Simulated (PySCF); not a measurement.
Ru³⁺ (ruthenium, charge +3) across methods

[Kr] 4d5, high-spin 6S determinant. Computed with PySCF 2.14 in x2c-QZVPPall (13s8p7d4f2g, 118 functions), with scalar relativity by spin-free X2C-1e.

| method | E (hartree) | mean ε 4p α (eV) | mean ε 4p β (eV) | mean ε 4d α (eV) | Σ⟨r²⟩ (bohr²) | ⟨S²⟩ |
| --- | --- | --- | --- | --- | --- | --- |
| M06-L | -4528.34 | -84.118 | -78.485 | -39.036 | 25.79 | 8.750 |
| PBE | -4528.02 | -82.202 | -78.107 | -38.893 | 26.17 | 8.750 |
| r2SCAN | -4528.45 | -84.086 | -78.752 | -39.363 | 26.02 | 8.751 |
| PBE0 | -4528.12 | -86.420 | -80.694 | -40.935 | 26.07 | 8.750 |
| UHF | -4526.28863 | -97.980 | -86.856 | -46.158 | 26.01 | 8.751 |
| PBEsol | -4525.64 | -82.117 | -78.126 | -38.859 | 26.17 | 8.750 |
| LC-wPBE | -4528.03 | -88.217 | -83.387 | -43.739 | 26.07 | 8.751 |
| LDA | -4523.35 | -82.197 | -78.473 | -38.955 | 26.22 | 8.750 |
